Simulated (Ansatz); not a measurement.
Relaxation of the cluster Hg₄O₅⁻ with UKS PBE-D4/def2-SVP.

```sh
$ ansatz run in.yaml --threads 4 --pin off --events-out ev --progress --plain --max-ram 6963MiB
```

```yaml
crystal:
  periodic: [false, false, false]
  atoms:
    - {symbol: Hg, position_ang: [0.812530, -2.365660, -2.944140]}
    - {symbol: Hg, position_ang: [-0.582900, 2.285370, -0.326120]}
    - {symbol: Hg, position_ang: [0.025130, 0.141550, -2.795000]}
    - {symbol: Hg, position_ang: [-0.037980, 0.017750, 0.814640]}
    - {symbol: O, position_ang: [1.073260, -0.112590, 2.722240]}
    - {symbol: O, position_ang: [0.250390, -0.864000, -1.028180]}
    - {symbol: O, position_ang: [-0.015460, -0.439160, 3.430730]}
    - {symbol: O, position_ang: [-0.454000, 2.014370, -2.515040]}
    - {symbol: O, position_ang: [-1.070980, -0.677650, 2.640880]}
basis:
  gaussian: {orbitals: def2-SVP}
total_charge: -1
magnetization: {spin_polarized: true, initial_magnetization: 1}
hamiltonian: {xc: pbe, dispersion: d4}
scf: {lower_state_search: "off"}
output: {orbitals: {seedname: orbitals}}
relax: {f_tol: 0.03, max_steps: 70}
```

Run time 3.8 min (4 threads of Arm Neoverse V2 on a shared host).

Positions (Å) and forces (eV/Å) at steps 1, 2, 3, 4, 5, 6, 7, 8, 9, 10, 11, 12, 13, 14, 15, 16, 17, 18, 19, 20, 21, 22, 23, 25, 26, 27, 28, 29, 30, 31, 32 of 42:

```xyz
9
step=1 energy=-26921.6054 eV
Hg    0.813   -2.366   -2.944    0.480   -1.557   -0.215
Hg   -0.583    2.285   -0.326   -0.385    1.570   -0.442
Hg    0.025    0.142   -2.795   -0.365    1.306   -1.321
Hg   -0.038    0.018    0.815    0.319   -1.077   -0.935
O     1.073   -0.113    2.722    0.849    0.195    0.546
O     0.250   -0.864   -1.028    0.399   -1.624    1.198
O    -0.015   -0.439    3.431    0.018   -0.301    1.457
O    -0.454    2.014   -2.515   -0.444    1.747   -0.789
O    -1.071   -0.678    2.641   -0.871   -0.260    0.501
9
step=2 energy=-26922.6435 eV
Hg    0.859   -2.522   -2.970    0.112   -0.379   -0.035
Hg   -0.621    2.441   -0.398   -0.094    0.356    0.186
Hg   -0.002    0.242   -2.808   -0.142    0.516    0.370
Hg   -0.013   -0.075    0.791    0.113   -0.335   -0.628
O     1.077   -0.116    2.807    0.317    0.083    0.428
O     0.280   -0.974   -1.051    0.171   -0.637   -0.117
O    -0.007   -0.484    3.523   -0.009   -0.032    0.246
O    -0.495    2.171   -2.621   -0.126    0.521   -0.869
O    -1.079   -0.684    2.727   -0.343   -0.092    0.420
9
step=3 energy=-26923.0674 eV
Hg    0.879   -2.583   -3.011    0.083   -0.267   -0.091
Hg   -0.629    2.480   -0.449   -0.048    0.154    0.380
Hg   -0.028    0.347   -2.675   -0.159    0.540    0.904
Hg    0.017   -0.186    0.750    0.024   -0.079    0.047
O     1.080   -0.105    2.854   -0.016   -0.040    0.278
O     0.319   -1.130   -1.067   -0.001    0.073   -0.862
O    -0.014   -0.461    3.568   -0.029    0.101   -0.188
O    -0.533    2.315   -2.746    0.128   -0.451   -0.763
O    -1.091   -0.677    2.775    0.019   -0.032    0.295
9
step=4 energy=-26923.3954 eV
Hg    0.874   -2.641   -3.087    0.085   -0.280   -0.109
Hg   -0.677    2.558   -0.493   -0.060    0.182    0.353
Hg   -0.033    0.429   -2.492   -0.223    0.836    0.149
Hg    0.051   -0.315    0.753    0.001   -0.026    0.101
O     1.081   -0.114    2.911   -0.005   -0.080    0.127
O     0.342   -1.142   -1.162    0.022   -0.080   -0.125
O    -0.025   -0.424    3.625   -0.032    0.142   -0.313
O    -0.524    2.337   -2.888    0.171   -0.625   -0.315
O    -1.088   -0.689    2.834    0.041   -0.068    0.132
9
step=5 energy=-26923.5101 eV
Hg    0.920   -2.833   -3.102    0.033   -0.121   -0.001
Hg   -0.732    2.728   -0.446   -0.074    0.247    0.192
Hg   -0.060    0.538   -2.329   -0.101    0.457   -0.575
Hg    0.071   -0.396    0.725    0.082   -0.351    0.278
O     1.104   -0.184    2.904   -0.417    0.082    0.353
O     0.361   -1.177   -1.240   -0.108    0.382    0.131
O    -0.059   -0.288    3.616    0.106   -0.265   -1.046
O    -0.532    2.376   -2.955    0.178   -0.706    0.297
O    -1.072   -0.763    2.828    0.301    0.273    0.371
9
step=6 energy=-26923.5906 eV
Hg    0.946   -2.941   -3.055   -0.005    0.005    0.061
Hg   -0.761    2.830   -0.438   -0.061    0.198    0.171
Hg   -0.071    0.592   -2.376   -0.089    0.322   -0.022
Hg    0.120   -0.582    0.756    0.034   -0.075   -0.332
O     1.102   -0.163    2.907   -0.405   -0.095    0.212
O     0.353   -1.130   -1.301   -0.044    0.097    0.474
O    -0.061   -0.284    3.617    0.057   -0.093   -0.816
O    -0.547    2.423   -2.939    0.128   -0.471    0.026
O    -1.081   -0.743    2.829    0.386    0.113    0.226
9
step=7 energy=-26923.6723 eV
Hg    0.957   -2.990   -2.976    0.000   -0.007    0.036
Hg   -0.810    3.020   -0.476   -0.053    0.180    0.107
Hg   -0.080    0.613   -2.320   -0.054    0.184    0.032
Hg    0.139   -0.654    0.755    0.030   -0.089   -0.273
O     1.115   -0.199    2.870   -0.379   -0.096    0.054
O     0.352   -1.129   -1.279   -0.025    0.054    0.313
O    -0.056   -0.296    3.565    0.036   -0.045   -0.305
O    -0.546    2.414   -2.930    0.078   -0.279   -0.025
O    -1.071   -0.779    2.790    0.368    0.099    0.061
9
step=8 energy=-26923.7318 eV
Hg    0.964   -3.024   -2.929    0.006   -0.024    0.013
Hg   -0.860    3.206   -0.503   -0.036    0.132    0.000
Hg   -0.087    0.624   -2.252   -0.032    0.121   -0.027
Hg    0.158   -0.727    0.749    0.003   -0.056   -0.008
O     1.116   -0.215    2.835   -0.220   -0.073    0.042
O     0.354   -1.138   -1.253    0.013   -0.050    0.075
O    -0.048   -0.322    3.533    0.033    0.001   -0.128
O    -0.539    2.387   -2.931    0.022   -0.086    0.008
O    -1.059   -0.792    2.751    0.210    0.035    0.025
9
step=9 energy=-26923.7640 eV
Hg    0.972   -3.062   -2.881    0.005   -0.019    0.010
Hg   -0.907    3.383   -0.584   -0.024    0.098   -0.057
Hg   -0.093    0.648   -2.215   -0.021    0.095   -0.060
Hg    0.157   -0.781    0.757   -0.045   -0.057   -0.033
O     1.131   -0.253    2.842   -0.187   -0.053    0.094
O     0.354   -1.133   -1.248    0.022   -0.017    0.064
O    -0.037   -0.355    3.532    0.141    0.027   -0.076
O    -0.537    2.389   -2.947    0.014   -0.068    0.077
O    -1.039   -0.835    2.743    0.095   -0.006   -0.019
9
step=10 energy=-26923.7955 eV
Hg    0.979   -3.090   -2.848    0.004   -0.015    0.008
Hg   -0.951    3.551   -0.673   -0.017    0.073   -0.078
Hg   -0.092    0.660   -2.189   -0.001    0.015   -0.005
Hg    0.136   -0.835    0.763   -0.122   -0.061   -0.024
O     1.145   -0.295    2.851   -0.119   -0.004    0.159
O     0.363   -1.131   -1.240    0.034    0.001    0.004
O    -0.025   -0.371    3.529    0.280    0.051    0.013
O    -0.537    2.388   -2.939   -0.003    0.001    0.058
O    -1.017   -0.878    2.745   -0.056   -0.060   -0.136
9
step=11 energy=-26923.8339 eV
Hg    0.988   -3.117   -2.818    0.005   -0.012    0.007
Hg   -0.994    3.714   -0.771   -0.024    0.093   -0.054
Hg   -0.089    0.671   -2.164    0.012   -0.031   -0.002
Hg    0.092   -0.885    0.766   -0.207   -0.070   -0.045
O     1.162   -0.329    2.863   -0.092    0.028    0.267
O     0.379   -1.130   -1.236    0.036    0.018    0.063
O    -0.006   -0.400    3.536    0.498    0.113    0.031
O    -0.538    2.390   -2.925   -0.004    0.012    0.030
O    -0.995   -0.913    2.749   -0.224   -0.149   -0.297
9
step=12 energy=-26923.8789 eV
Hg    0.997   -3.141   -2.789    0.006   -0.011    0.004
Hg   -1.037    3.878   -0.867    0.008   -0.011   -0.135
Hg   -0.084    0.677   -2.140   -0.010    0.043    0.003
Hg    0.039   -0.932    0.767   -0.247   -0.082   -0.074
O     1.181   -0.363    2.877   -0.088    0.063    0.369
O     0.395   -1.130   -1.227    0.025    0.024    0.143
O     0.014   -0.428    3.541    0.736    0.174    0.045
O    -0.536    2.389   -2.912   -0.014    0.040    0.096
O    -0.970   -0.950    2.751   -0.417   -0.239   -0.451
9
step=13 energy=-26923.9428 eV
Hg    1.009   -3.160   -2.752    0.007   -0.010    0.002
Hg   -1.073    4.020   -0.996    0.013   -0.029   -0.131
Hg   -0.081    0.698   -2.107    0.004   -0.013    0.015
Hg   -0.047   -0.983    0.766   -0.165   -0.067   -0.170
O     1.213   -0.399    2.901   -0.168    0.080    0.452
O     0.410   -1.118   -1.209   -0.042    0.060    0.251
O     0.042   -0.462    3.544    1.054    0.266    0.085
O    -0.537    2.401   -2.891   -0.020    0.073    0.085
O    -0.936   -0.996    2.746   -0.685   -0.360   -0.589
9
step=14 energy=-26924.0106 eV
Hg    1.024   -3.175   -2.713    0.009   -0.009    0.000
Hg   -1.104    4.148   -1.144    0.005   -0.003   -0.091
Hg   -0.081    0.719   -2.065   -0.008    0.023   -0.027
Hg   -0.148   -1.032    0.756    0.092    0.001   -0.152
O     1.255   -0.433    2.934   -0.290    0.068    0.450
O     0.414   -1.101   -1.175   -0.104    0.030    0.162
O     0.076   -0.498    3.542    1.263    0.326    0.086
O    -0.537    2.419   -2.860    0.000    0.017    0.065
O    -0.898   -1.047    2.723   -0.967   -0.454   -0.493
9
step=15 energy=-26924.0685 eV
Hg    1.028   -3.194   -2.665    0.007   -0.002    0.002
Hg   -1.126    4.284   -1.288    0.004   -0.003   -0.075
Hg   -0.095    0.747   -2.036    0.023   -0.115    0.065
Hg   -0.161   -1.081    0.765    0.064   -0.019   -0.265
O     1.273   -0.461    2.972   -0.038    0.129    0.272
O     0.386   -1.087   -1.159   -0.066    0.073    0.013
O     0.092   -0.497    3.531    0.737    0.170    0.173
O    -0.533    2.448   -2.831   -0.017    0.085    0.006
O    -0.866   -1.158    2.713   -0.714   -0.319   -0.191
9
step=16 energy=-26924.1131 eV
Hg    1.033   -3.209   -2.635    0.008   -0.003   -0.003
Hg   -1.142    4.409   -1.439    0.006   -0.010   -0.063
Hg   -0.107    0.766   -2.014   -0.057    0.201   -0.083
Hg   -0.177   -1.125    0.749   -0.064   -0.005    0.379
O     1.291   -0.459    3.026   -0.046    0.104    0.194
O     0.355   -1.070   -1.170    0.014   -0.097   -0.050
O     0.120   -0.531    3.566    0.341   -0.049   -0.143
O    -0.527    2.479   -2.808    0.019   -0.056    0.058
O    -0.845   -1.261    2.725   -0.221   -0.085   -0.289
9
step=17 energy=-26924.1379 eV
Hg    1.012   -3.162   -2.564    0.036   -0.084   -0.060
Hg   -1.153    4.523   -1.604    0.007   -0.016   -0.048
Hg   -0.120    0.782   -1.993   -0.024    0.100   -0.029
Hg   -0.179   -1.164    0.759    0.007    0.037    0.049
O     1.302   -0.446    3.056   -0.166    0.019    0.185
O     0.335   -1.068   -1.168   -0.038   -0.014    0.108
O     0.152   -0.613    3.598    0.251   -0.049   -0.223
O    -0.523    2.495   -2.787   -0.006    0.029    0.005
O    -0.826   -1.348    2.703   -0.069   -0.021    0.011
9
step=18 energy=-26924.1557 eV
Hg    1.035   -3.198   -2.567    0.005    0.004   -0.002
Hg   -1.157    4.628   -1.772    0.000    0.005   -0.029
Hg   -0.145    0.825   -1.968   -0.009    0.007   -0.006
Hg   -0.197   -1.178    0.779    0.019   -0.010   -0.011
O     1.307   -0.444    3.107    0.195    0.051   -0.067
O     0.287   -1.041   -1.146   -0.029    0.045   -0.001
O     0.180   -0.681    3.634   -0.176   -0.086    0.085
O    -0.520    2.537   -2.785    0.011   -0.032    0.020
O    -0.789   -1.448    2.719   -0.015    0.016    0.010
9
step=19 energy=-26924.1628 eV
Hg    1.055   -3.173   -2.556   -0.004    0.024    0.012
Hg   -1.166    4.712   -1.948    0.002   -0.003   -0.023
Hg   -0.171    0.855   -1.956    0.000   -0.003    0.006
Hg   -0.209   -1.174    0.803    0.025    0.010    0.028
O     1.335   -0.490    3.155   -0.332   -0.104    0.137
O     0.247   -1.009   -1.123   -0.008    0.027   -0.035
O     0.215   -0.787    3.691    0.226    0.007   -0.249
O    -0.522    2.558   -2.801    0.003   -0.022    0.014
O    -0.783   -1.490    2.736    0.089    0.063    0.110
9
step=20 energy=-26924.1700 eV
Hg    1.066   -3.122   -2.535   -0.004    0.020    0.009
Hg   -1.175    4.790   -2.127    0.010   -0.033   -0.024
Hg   -0.193    0.879   -1.938   -0.011    0.081   -0.039
Hg   -0.213   -1.174    0.829    0.012    0.027    0.032
O     1.350   -0.559    3.190   -0.095   -0.040    0.058
O     0.218   -0.976   -1.099    0.014   -0.052    0.011
O     0.247   -0.880    3.732    0.030   -0.025   -0.182
O    -0.528    2.570   -2.814   -0.008   -0.008    0.032
O    -0.772   -1.529    2.760    0.052    0.030    0.102
9
step=21 energy=-26924.1777 eV
Hg    1.092   -3.041   -2.522   -0.006    0.021    0.012
Hg   -1.189    4.836   -2.316    0.011   -0.036   -0.018
Hg   -0.212    0.909   -1.925   -0.006    0.042   -0.024
Hg   -0.221   -1.138    0.874   -0.024   -0.005   -0.012
O     1.393   -0.719    3.219   -0.009   -0.012    0.004
O     0.201   -0.931   -1.054    0.033   -0.039    0.005
O     0.273   -0.970    3.765   -0.018   -0.019   -0.038
O    -0.548    2.574   -2.845   -0.015    0.024    0.021
O    -0.787   -1.520    2.803    0.034    0.024    0.051
9
step=22 energy=-26924.1824 eV
Hg    1.123   -2.945   -2.504   -0.001    0.010    0.006
Hg   -1.200    4.863   -2.500    0.009   -0.022   -0.011
Hg   -0.228    0.936   -1.917   -0.006    0.001    0.000
Hg   -0.247   -1.095    0.915    0.011   -0.002    0.056
O     1.442   -0.907    3.235   -0.307   -0.065    0.107
O     0.208   -0.883   -1.005    0.006   -0.013    0.006
O     0.307   -1.073    3.802    0.219    0.034   -0.162
O    -0.586    2.573   -2.878   -0.014    0.024    0.009
O    -0.820   -1.469    2.852    0.082    0.033   -0.010
9
step=23 energy=-26924.1854 eV
Hg    1.134   -2.892   -2.494    0.002    0.003    0.001
Hg   -1.189    4.891   -2.620    0.010   -0.026   -0.007
Hg   -0.247    0.952   -1.904   -0.002    0.005   -0.003
Hg   -0.245   -1.082    0.939   -0.003    0.000    0.032
O     1.456   -0.991    3.248   -0.206   -0.046    0.046
O     0.215   -0.855   -0.977    0.003   -0.002    0.008
O     0.322   -1.129    3.819    0.123    0.021   -0.064
O    -0.622    2.574   -2.883   -0.016    0.015    0.017
O    -0.826   -1.466    2.873    0.088    0.030   -0.030
9
step=25 energy=-26924.1886 eV rejected
Hg    1.222   -2.743   -2.477    0.009   -0.007   -0.006
Hg   -1.070    4.960   -2.963    0.012   -0.072    0.005
Hg   -0.340    0.981   -1.862    0.002    0.010    0.005
Hg   -0.217   -1.016    0.998   -0.058   -0.001    0.017
O     1.494   -1.322    3.292   -0.506    0.014    0.100
O     0.282   -0.772   -0.905   -0.007    0.077   -0.054
O     0.349   -1.267    3.864    0.262   -0.039   -0.130
O    -0.866    2.553   -2.860    0.008   -0.019    0.046
O    -0.856   -1.374    2.913    0.278    0.037    0.018
9
step=26 energy=-26924.1931 eV
Hg    1.203   -2.787   -2.482    0.007   -0.003   -0.003
Hg   -1.082    4.939   -2.868    0.008   -0.024   -0.002
Hg   -0.321    0.972   -1.869   -0.004    0.006   -0.008
Hg   -0.224   -1.033    0.980   -0.004    0.007   -0.033
O     1.473   -1.210    3.274    0.151   -0.006   -0.096
O     0.268   -0.794   -0.926    0.000    0.014    0.004
O     0.343   -1.242    3.848   -0.174   -0.006    0.107
O    -0.818    2.555   -2.857   -0.008    0.003    0.018
O    -0.842   -1.400    2.899    0.024    0.009    0.013
9
step=27 energy=-26924.1961 eV
Hg    1.252   -2.759   -2.475    0.005    0.001    0.000
Hg   -1.034    4.933   -2.919    0.006   -0.012   -0.002
Hg   -0.353    0.972   -1.863   -0.001    0.004   -0.008
Hg   -0.226   -0.994    0.986    0.024   -0.021    0.052
O     1.480   -1.307    3.268   -0.104   -0.007    0.025
O     0.287   -0.773   -0.916   -0.012    0.019   -0.011
O     0.350   -1.280    3.854    0.019    0.001   -0.091
O    -0.903    2.541   -2.844   -0.007    0.002    0.006
O    -0.853   -1.332    2.909    0.070    0.013    0.028
9
step=28 energy=-26924.1958 eV rejected
Hg    1.321   -2.708   -2.456    0.001    0.007    0.004
Hg   -0.961    4.929   -3.004    0.003   -0.043    0.003
Hg   -0.406    0.977   -1.855    0.001    0.006    0.025
Hg   -0.205   -0.961    1.007   -0.074    0.018    0.002
O     1.479   -1.452    3.255   -0.353    0.038    0.088
O     0.299   -0.741   -0.898    0.011    0.025   -0.048
O     0.358   -1.315    3.857    0.143   -0.038   -0.125
O    -1.023    2.526   -2.831    0.012   -0.007    0.010
O    -0.863   -1.256    2.925    0.255   -0.008    0.041
9
step=29 energy=-26924.1971 eV
Hg    1.285   -2.735   -2.458    0.004    0.004    0.002
Hg   -0.978    4.921   -2.937    0.003   -0.012   -0.001
Hg   -0.384    0.972   -1.856   -0.007    0.012    0.003
Hg   -0.208   -0.984    1.001   -0.007    0.023   -0.176
O     1.467   -1.361    3.240    0.148   -0.008   -0.055
O     0.296   -0.753   -0.905    0.004   -0.003    0.018
O     0.348   -1.271    3.840   -0.101   -0.014    0.130
O    -0.975    2.527   -2.839    0.001   -0.005    0.005
O    -0.851   -1.316    2.914   -0.045    0.004    0.075
9
step=30 energy=-26924.2000 eV
Hg    1.331   -2.701   -2.445    0.002    0.006    0.003
Hg   -0.933    4.915   -2.989    0.001   -0.023   -0.001
Hg   -0.418    0.978   -1.852   -0.009    0.017   -0.019
Hg   -0.213   -0.957    1.007    0.012    0.017   -0.044
O     1.471   -1.435    3.237   -0.032   -0.001    0.030
O     0.295   -0.734   -0.899   -0.011    0.006    0.009
O     0.359   -1.324    3.851    0.004   -0.007   -0.061
O    -1.040    2.518   -2.839    0.011   -0.009    0.022
O    -0.852   -1.261    2.929    0.021   -0.005    0.061
9
step=31 energy=-26924.2008 eV
Hg    1.381   -2.659   -2.423    0.000    0.007    0.004
Hg   -0.882    4.901   -3.038   -0.002   -0.036    0.000
Hg   -0.456    0.981   -1.851   -0.007    0.028   -0.015
Hg   -0.213   -0.919    1.021   -0.001   -0.006   -0.024
O     1.469   -1.522    3.221   -0.131    0.014    0.057
O     0.291   -0.711   -0.888   -0.013    0.017    0.001
O     0.368   -1.369    3.851    0.056   -0.010   -0.095
O    -1.110    2.507   -2.840    0.020   -0.010    0.023
O    -0.849   -1.210    2.947    0.079   -0.006    0.049
9
step=32 energy=-26924.2016 eV
Hg    1.394   -2.643   -2.418    0.000    0.007    0.003
Hg   -0.872    4.894   -3.052   -0.003   -0.026   -0.001
Hg   -0.463    0.985   -1.850   -0.011    0.016   -0.009
Hg   -0.217   -0.916    1.025    0.005    0.006   -0.016
O     1.468   -1.543    3.216   -0.062    0.005    0.021
O     0.282   -0.706   -0.885   -0.008    0.006    0.000
O     0.373   -1.377    3.851    0.012   -0.003   -0.048
O    -1.119    2.507   -2.841    0.017   -0.003    0.015
O    -0.845   -1.200    2.955    0.048   -0.008    0.033
```

In the def2 sets Hg takes a core potential; there is no spin–orbit coupling. The gap within one spin of the charge -1 doublet nearly closes, so an electron or hole may be smeared out by delocalisation error. The relaxation made no stability test and no search for a lower SCF solution. The structure comes from a short search, and lower isomers may exist.
